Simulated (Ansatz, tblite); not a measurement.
Spin states of Ag₃⁻ (the lowest singlet isomer of a short search), each relaxed with PBE-D4/def2-TZVPD in Ansatz. Electronic energies in the gas phase.

In the def2 sets Ag takes a core potential; there is no spin–orbit coupling. The xTB rows come from tblite. B3LYP takes the VWN-RPA correlation. Correlated methods freeze no core orbitals; core or outer-core shells of Ag are correlated, in sets that lack core-valence functions. HOMO above LUMO, or a gap near zero within one spin, warns that the state may not be the lowest or that an electron is smeared out. The structure comes from a short search, and lower isomers may exist.

Singlet geometry (D∞h within 0.1 Å):

```xyz
3

Ag   -0.801    1.502   -2.037
Ag    0.796   -1.498    2.042
Ag    0.005   -0.005   -0.005
```

Triplet geometry (D3h within 0.1 Å):

```xyz
3

Ag    0.1382    0.3493   -1.5533
Ag   -0.8537   -1.2693    0.4626
Ag    0.7155    0.9200    1.0907
```

Quintet geometry:

```tsv
atom	x (Å)	y (Å)	z (Å)
Ag1	2.5773	0.9724	-0.7634
Ag2	-2.6148	-0.9083	0.7132
Ag3	0.0375	-0.0642	0.0502
```

⟨S²⟩: triplet 2.02 at PBE0-D4/def2-TZVPD (pure 2.00), quintet 6.01 at PBE0-D4/def2-TZVPD (pure 6.00).

Run but left out: HF/STO-3G, B2PLYP/def2-TZVPD (singlet: restricted singlet, unstable in another Hartree–Fock run and untested here); HF/def2-TZVPD, MP2/def2-TZVPD, CCSD/def2-TZVPD, CCSD(T)/def2-TZVPD (singlet: restricted singlet, unstable towards broken spin symmetry).

Only these spin states were relaxed. The triplet has other bonds than the singlet, so the gap mixes isomer and spin.

```json
{"level": "GFN1-xTB", "triplet − singlet (kJ/mol)": "32.8", "quintet − singlet (kJ/mol)": "352.3", "lowest of these": "singlet", "remarks": "–"}
{"level": "PBE-D4/def2-TZVPD", "triplet − singlet (kJ/mol)": "72.0", "quintet − singlet (kJ/mol)": "443.5", "lowest of these": "singlet", "remarks": "HOMO above zero (quintet), HOMO above zero (triplet), gap within one spin near zero (quintet)"}
{"level": "r2SCAN-D4/def2-TZVPD", "triplet − singlet (kJ/mol)": "50.6", "quintet − singlet (kJ/mol)": "408.1", "lowest of these": "singlet", "remarks": "HOMO above zero (quintet), HOMO above zero (triplet)"}
{"level": "r2SCANh-D4/def2-TZVPD", "triplet − singlet (kJ/mol)": "49.2", "quintet − singlet (kJ/mol)": "396.1", "lowest of these": "singlet", "remarks": "HOMO above zero (quintet)"}
{"level": "B3LYP-D4/def2-TZVPD", "triplet − singlet (kJ/mol)": "78.2", "quintet − singlet (kJ/mol)": "437.7", "lowest of these": "singlet", "remarks": "HOMO above zero (quintet), HOMO above zero (triplet)"}
{"level": "PBE0-D4/def2-TZVPD", "triplet − singlet (kJ/mol)": "61.4", "quintet − singlet (kJ/mol)": "403.6", "lowest of these": "singlet", "remarks": "HOMO above zero (quintet)"}
{"level": "ωB97X-V/def2-TZVPD", "triplet − singlet (kJ/mol)": "66.1", "quintet − singlet (kJ/mol)": "414.3", "lowest of these": "singlet", "remarks": "–"}
{"level": "RPA@PBE/def2-TZVPD", "triplet − singlet (kJ/mol)": "64.5", "quintet − singlet (kJ/mol)": "396.0", "lowest of these": "singlet", "remarks": "–"}
```

Change of the quintet − singlet gap on mixing in exact exchange, in kJ/mol: PBE to PBE0 (25 % exact exchange) -39.9; r2SCAN to r2SCANh (10 % exact exchange) -12.0.

The xTB methods have no spin-polarisation term.
